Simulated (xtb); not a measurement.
Job for xtb: GFN-FF on H4SSiTe (SMILES [SiH3][Te]S), a point of a torsion scan.

```
$ xtb mol.xyz --gfnff --sp --chrg 0 --uhf 0
7

Si    -1.28407077    -0.04145880     0.17781567
Te     0.51363301     1.68031375    -0.21878536
S     -0.99470819     3.45377634    -0.82400208
H     -1.07010075    -1.16459960    -0.73137756
H     -2.57805962     0.57533570    -0.06989748
H     -1.18281459    -0.51836054     1.55291535
H     -0.90353289     3.33395641    -2.14077851
```

The log:

```
[...]
           -------------------------------------------------
          |                Calculation Setup                |
           -------------------------------------------------



          ==================== Thresholds ====================
          CN  :   150.00000
          rep :   500.00000
          disp:  2500.00000
          HB1 :   250.00000
          HB2 :   450.00000

          Pauling EN used:
          Z : 1  EN :  2.20
          Z :14  EN :  1.90
          Z :16  EN :  2.58
          Z :52  EN :  2.10
          electric field strengths (au): 0.000

           -------------------------------------------------
          |           Force Field Initialization            |
           -------------------------------------------------

          distances ...
          ----------------------------------------
          generating topology and atomic info file ...
          pair mat ...
          computing topology distances matrix with Floyd-Warshall algo ...
          making topology EEQ charges ...
          #fragments for EEQ constrain: 1
          ----------------------------------------
          generating topology and atomic info file ...
          pair mat ...
          computing topology distances matrix with Floyd-Warshall algo ...
          making topology EEQ charges ...
          #fragments for EEQ constrain: 1
          rings ...
          # BATM   14
          # H in HB   4

  atom   neighbors  erfCN metchar sp-hybrid imet pi  qest     coordinates
    1  Si      4    3.44   0.04         3    0    0   0.034   -2.426542   -0.078346    0.336023
    2  Te      2    1.87   0.02         3    0    0   0.033    0.970626    3.175333   -0.413444
    3  S       2    1.91   0.00         3    0    0  -0.151   -1.879726    6.526691   -1.557138
    4  H       1    0.96   0.01         0    0    0   0.007   -2.022197   -2.200774   -1.382103
    5  H       1    0.96   0.01         0    0    0   0.007   -4.871827    1.087227   -0.132087
    6  H       1    0.96   0.01         0    0    0   0.007   -2.235196   -0.979559    2.934585
    7  H       1    0.98   0.00         0    0    0   0.064   -1.707430    6.300265   -4.045485

          #atoms :   7
          #bonds :   6
          #angl  :   8
          #tors  :   4
          #nmol  :   1
          #optfrag :   1
           -------------------------------------------------
          |                   G F N - F F                   |
          |          A general generic force-field          |
          |                  Version 1.0.3                  |
           -------------------------------------------------
          Number of HB bonds (bound hydrogen)     24
          Number of HB bonds (unbound hydrogen)   24
          Number of XB bonds                      0

 E+G (total)                   0 d,  0 h,  0 min,  0.000 sec
 distance/D3 list               ...        0 min,  0.000 sec (  1.016%)
 non bonded repulsion           ...        0 min,  0.000 sec ( 12.422%)
 dCN                            ...        0 min,  0.000 sec (  2.688%)
 EEQ energy and q               ...        0 min,  0.000 sec ( 11.703%)
 D3                             ...        0 min,  0.000 sec ( 14.117%)
 EEQ gradient                   ...        0 min,  0.000 sec (  5.935%)
 bonds                          ...        0 min,  0.000 sec (  7.228%)
 bend and torsion               ...        0 min,  0.000 sec ( 11.886%)
 bonded ATM                     ...        0 min,  0.000 sec (  4.230%)
 HB/XB (incl list setup)        ...        0 min,  0.000 sec ( 24.019%)

         :::::::::::::::::::::::::::::::::::::::::::::::::::::
         ::                     SUMMARY                     ::
Note: The following floating-point exceptions are signalling: IEEE_UNDERFLOW_FLAG IEEE_DENORMAL
normal termination of xtb
         :::::::::::::::::::::::::::::::::::::::::::::::::::::
         :: total energy              -0.529448098468 Eh    ::
         :: gradient norm              0.018734054032 Eh/a0 ::
         ::.................................................::
         :: bond energy               -0.565279842150 Eh    ::
         :: angle energy               0.017177385740 Eh    ::
         :: torsion energy             0.000183363920 Eh    ::
         :: repulsion energy           0.027598305626 Eh    ::
         :: electrostat energy        -0.005222027841 Eh    ::
         :: dispersion energy         -0.003863896711 Eh    ::
         :: HB energy                 -0.000000003588 Eh    ::
         :: XB energy                  0.000000000000 Eh    ::
         :: bonded atm energy         -0.000041383465 Eh    ::
         :: external energy            0.000000000000 Eh    ::
         :: add. restraining           0.000000000000 Eh    ::
         :: total charge               0.000000000000 e     ::
         :::::::::::::::::::::::::::::::::::::::::::::::::::::

           -------------------------------------------------
          |                Property Printout                |
           -------------------------------------------------

molecular dipole:
                 x           y           z       tot (Debye)
 q only:        0.047      -0.577      -0.043       1.475

           -------------------------------------------------
          | TOTAL ENERGY               -0.529448098468 Eh   |
          | GRADIENT NORM               0.018734054032 Eh/α |
           -------------------------------------------------
########################################################################
[WARNING] Runtime exception occurred
-1- gfnff_setup: Could not read topology file.
########################################################################

------------------------------------------------------------------------
------------------------------------------------------------------------
 total:
 SCF:
```

The run finished.

Cost: very roughly 0.020 core-seconds.
